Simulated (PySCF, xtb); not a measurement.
As2, SMILES [As]#[As].

GFN2-xTB (xtb 6.7.1) at its own geometry gives an orbital gap of 2.74 eV and a dipole moment of 0.00 D.

The structure is a stationary point at B3LYP-D3(BJ)/def2-TZVP.

### Question
What does HF/def2-TZVPD (PySCF) give? (An estimate is asked for; the answer gives what the named calculation found.)

### Answer
gap 9.42 eV (levels -9.25 and 0.17 eV), dipole 0.00 D.
